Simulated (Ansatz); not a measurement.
C$_{5}$H$_{18}$N$_{4}$Zr, SMILES `C[NH][Zr]([NH]C)([NH]C)[N](C)C`. The species carries charge 0 and has multiplicity 1. Zr takes the def2 core potential. The structure was optimised at the PBE0-D4/def2-TZVP level. It is one conformer, not always the lowest.

```xyz
28

C     0.058   -0.125   -3.289
N     0.264    0.591   -2.049
Zr   -0.077   -0.217   -0.189
N     1.253   -1.760    0.045
C     2.597   -1.881   -0.479
N    -1.974   -0.985    0.018
C    -2.939   -0.806    1.082
N     0.258    1.200    1.238
C     1.211    1.342    2.304
C    -0.682    2.291    1.169
H    -0.744    0.302   -3.905
H     0.965   -0.172   -3.907
H    -0.225   -1.164   -3.082
H     0.571    1.539   -2.217
H     0.963   -2.616    0.502
H     3.346   -2.016    0.312
H     2.706   -2.718   -1.182
H     2.866   -0.972   -1.023
H    -2.382   -1.516   -0.744
H    -3.262   -1.758    1.523
H    -3.842   -0.273    0.754
H    -2.496   -0.217    1.890
H     1.810    2.259    2.198
H     1.896    0.492    2.315
H     0.719    1.392    3.288
H    -1.275    2.389    2.091
H    -1.398    2.143    0.346
H    -0.187    3.257    0.990
```

Question: What is the dipole moment at PBE/def2-TZVPP? (Estimate.)

Answer: Ansatz gave: 0.40 D, with components (-0.30, 0.16, -0.21) D in this frame, pointing from negative to positive charge.

Question: And with r2SCAN, B3LYP, ωB97M-V? (Best estimate.)

Answer: Ansatz gave: r2SCAN 0.40 D, B3LYP 0.42 D, ωB97M-V 0.44 D.

Question: Give the Mulliken charges with PBE, B3LYP, r2SCAN in def2-TZVPP. (An estimate is asked.)

Answer: The calculation gave: 
```csv
atom,PBE,B3LYP,r2SCAN
C1,-0.17,-0.16,-0.01
N2,-0.40,-0.47,-0.50
Zr3,0.83,1.08,1.03
N4,-0.42,-0.48,-0.50
C5,-0.17,-0.16,-0.02
N6,-0.41,-0.47,-0.50
C7,-0.18,-0.17,-0.03
N8,-0.32,-0.40,-0.40
C9,-0.18,-0.18,-0.04
C10,-0.17,-0.17,-0.04
H11,0.09,0.09,0.05
H12,0.08,0.09,0.05
H13,0.07,0.07,0.03
H14,0.12,0.10,0.12
H15,0.13,0.11,0.13
H16,0.09,0.09,0.05
H17,0.08,0.09,0.04
H18,0.08,0.08,0.04
H19,0.11,0.10,0.12
H20,0.09,0.09,0.05
H21,0.08,0.09,0.05
H22,0.08,0.08,0.03
H23,0.07,0.08,0.04
H24,0.09,0.09,0.05
H25,0.07,0.08,0.04
H26,0.08,0.08,0.04
H27,0.09,0.08,0.05
H28,0.08,0.09,0.05
```

B3LYP here is the variant with VWN-RPA as its local correlation; programs differ in this.
